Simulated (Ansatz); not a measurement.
The Al1–H2 bond of CH6AlN (SMILES C[NH][AlH2]) is stretched (multiplicity 1, the rest rigid).
Geometry at rest (charge 0, multiplicity 1):
```xyz
9

Al    -0.0955     0.2123     1.2106
H     -1.2798     0.7332     2.1134
H      1.3395    -0.1761     1.7395
N     -0.4010     0.0518    -0.5267
C      0.5036    -0.3997    -1.5747
H     -1.3106     0.2930    -0.8951
H      0.6741     0.3709    -2.3341
H      0.1315    -1.2948    -2.0848
H      1.4730    -0.6506    -1.1409
```

Frozen-core correlation.

Codes used: Ansatz (a quantum-chemistry and plane-wave program). Each number belongs to the level named beside it.

FIC-MRCISD+Q on CASSCF(2,2)/cc-pV(D+d)Z, total energies (hartree):

```
R (Å)       CASSCF       MRCISD  weight c² of the reference
-----  -----------  -----------  --------------------------
1.578  -337.761657  -338.133043                     0.88615
2.761  -337.677643  -338.040480                     0.88774
5.048  -337.637619  -337.998495                     0.88773
```

Question: Add the Davidson correction (E_MRCISD − E_CASSCF)(1 − c²)/c² and give the energies above the first point at the three levels.

Answer: 
Corrections (hartree): -0.047717, -0.045884, -0.045641. Above the first point (kcal/mol):
- R = 2.761 Å: CASSCF 52.7, MRCISD 58.1, with the correction 59.2
- R = 5.048 Å: CASSCF 77.8, MRCISD 84.4, with the correction 85.7
